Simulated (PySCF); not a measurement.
From computed data to an observable: chemical shift, span and skew from a shielding tensor

Ge(Cl)3(SiH3) (Cl3GeH3Si), SMILES [Cl][Ge]([Cl])([SiH3])[Cl]. Atoms are numbered in the order given.

```xyz
8

Si     0.0000     0.0000     2.3741
Ge     0.0000     0.0000    -0.0156
Cl     1.7493     1.0100    -0.8079
Cl    -1.7493     1.0100    -0.8079
Cl     0.0000    -2.0200    -0.8079
H      1.2278    -0.7089     2.8211
H     -1.2278    -0.7089     2.8211
H      0.0000     1.4178     2.8211
```

Geometry optimised at B3LYP-D3(BJ)/def2-SVP.

GIAO shieldings from PBE/pcSseg-1 run with PySCF, non-relativistic, no solvent. The symmetric part of the tensor of Si1 has the principal values 394.2, 394.2, 442.7 ppm. The same nucleus in TMS has σ = 335.4 ppm at this level (PySCF, at its B3LYP-D3(BJ)/def2-TZVP geometry). Without spin–orbit terms, shifts of atoms bonded to Cl or Br come out too high.

### Question
Work out the isotropic shielding, the ²⁹Si shift against TMS, the span and the skew.

### Answer

σ(iso) = (σ11 + σ22 + σ33)/3 = 410.4 ppm. δ = σ(ref) − σ(iso) = 335.4 − (410.4) = -75.0 ppm.
Span Ω = σ33 − σ11 = 48.5 ppm. Skew κ = 3(σ(iso) − σ22)/Ω = 1.00, an axial tensor. Tumbling in solution averages the tensor to δ; in a static solid the shielding alone would spread this spin-1/2 line over Ω.
